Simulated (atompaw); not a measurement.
# Plane-wave convergence, PAW (atompaw) potential for Be (Z = 4)

beryllium (Be), PAW, made with atompaw 4.2.0.5 (LDA (PW92), scalar-relativistic). Core [He], reference 2s1.5 2p0.5. Waves: 2s (bound); 2s channel at 4.8 Ry; 2p (bound); 2p channel at 2.15 Ry; 3d channel at 0.5 Ry; 3d channel at 3 Ry. Local part: troulliermartins scheme with l = 3 at -0.5 Ry, radius 2.70 bohr. Core correction: smooth core density matched at 1.50 bohr. Augmentation charge: besselshape compensation charge, radius 2.70 bohr; PAW radius 3.00 bohr; waves and projectors: bloechl.

The pseudo-atom Hamiltonian at the reference potential is diagonalised in spherical Bessel functions j_l(qr) that vanish at 20 bohr, with q² up to the cutoff. All-electron valence levels (Ry): 2s -0.4327, 2p -0.1741.

Problem. How do the lowest levels (Ry) of each channel move with the cutoff, and are there ghosts?

Solution.

```csv
cutoff (Ry),s #1,s #2,p #1,d #1,f #1,f #2,Σ f·Δε (mRy)
8,-0.4325,-0.0077,-0.1729,0.0565,0.1068,0.2338,0.9
10,-0.4325,-0.0077,-0.1738,0.0565,0.1068,0.2338,0.3
12,-0.4326,-0.0078,-0.1740,0.0565,0.1068,0.2338,0.1
400,-0.4327,-0.0078,-0.1741,0.0565,0.1068,0.2338,0.0
```

Result: no extra level below or beside the all-electron valence levels (s, p, d, f tested); 10 mRy is reached at 6 Ry and 1 mRy at 8 Ry.
